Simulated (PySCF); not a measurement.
Molecule: SMILES C(/C=C)=C/C=C. Atoms near the plane z = 0.0 Å, at the GFN2-xTB optimised geometry (x, y, z in Å): C1 (2.9, 0.5, 0.0), C2 (1.5, 0.6, 0.0), C3 (0.7, -0.6, 0.0), C4 (-0.7, -0.6, 0.0), C5 (-1.5, 0.6, 0.0), C6 (-2.9, 0.5, 0.0), H7 (3.4, -0.5, 0.0), H8 (3.5, 1.4, 0.0), H9 (1.1, 1.5, 0.0), H10 (1.2, -1.5, 0.0), H11 (-1.2, -1.5, 0.0), H12 (-1.1, 1.5, 0.0), H13 (-3.4, -0.5, 0.0), H14 (-3.5, 1.4, 0.0).

Method: B3LYP/def2-TZVP (PySCF). Cells within 0.4 Å of a nucleus heavier than hydrogen are left out (blank, or x). The values are rescaled to run from 0 to 1.

```
|8888888888888888888888888888888|
|8888888888888888888888888888888|
|8888888888888888888888888888888|
|8888888888888888888888888888888|
|8888888888888888888888888888888|
|8888888888888888888888888888888|
|8888888888888888888888888888888|
|8888888888888888888888888888888|
|8888888888888888888888888888888|
|8888888888888888888888888888888|
|8888899988997988897998899988888|
|8888932999970898980799992398888|
|8888961699934998994399961698888|
|8888993xx5xx7998997xx5xx3998888|
|8888998xx3xx5999995xx3xx8998888|
|8888994399963699963699934998888|
|8888980799994xx5xx4999970798888|
|8888896998997xx4xx7998996988888|
|8888888888983399933898888888888|
|8888888888970899980798888888888|
|8888888888898998998988888888888|
|8888888888888888888888888888888|
|8888888888888888888888888888888|
|8888888888888888888888888888888|
|8888888888888888888888888888888|
|8888888888888888888888888888888|
|8888888888888888888888888888888|
|8888888888888888888888888888888|
|8888888888888888888888888888888|
|8888888888888888888888888888888|
|8888888888888888888888888888888|
```
Scale: ten equal steps from 0.000 (start of '0') to 1.00 (end of '9'), in the order '0123456789'; x runs from -5.50 to 5.50, y from -5.50 (bottom) to 5.50 (top).

### Question
Which quantity is mapped?
(A) log10 of the electron density
(B) deformation density (molecule minus spherical neutral atoms)
(C) Laplacian of the electron density
(D) electron localisation function

### Answer
C, Laplacian of the electron density. In full: Laplacian of the electron density (e/bohr⁵), clipped to [-1.50, 1.50].
